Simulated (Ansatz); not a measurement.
Cartesian coordinates in Å:
```
S -1.135 -0.818 0.882
Zn 0.084 0.168 -0.598
Br 1.322 1.180 -2.157
H -0.271 -0.530 1.873
```

The species carries charge 0 and has multiplicity 1.

(1) List the PBE0/def2-TZVPP orbital energies in eV (Ansatz 0.2.0). (An estimate is asked.)

## Answers

(1) Computed: Occupied: -13149.96, -9460.34, -2422.58, -1704.86, -1535.40, -1535.35, -1535.35, -1153.81, -1016.16, -1016.14, -1016.08, -238.68, -217.91, -179.01, -178.86, -178.86, -161.74, -161.67, -161.56, -134.62, -90.44, -90.40, -90.34, -72.52, -72.47, -72.47, -72.34, -72.34, -21.35, -20.35, -15.77, -15.70, -15.67, -15.66, -15.63, -11.56, -10.44, -9.10, -8.60, -8.55, -7.69. Lowest empty: -1.37, -0.70, -0.27, 0.59, 2.18, 2.79, 4.13, 4.23.
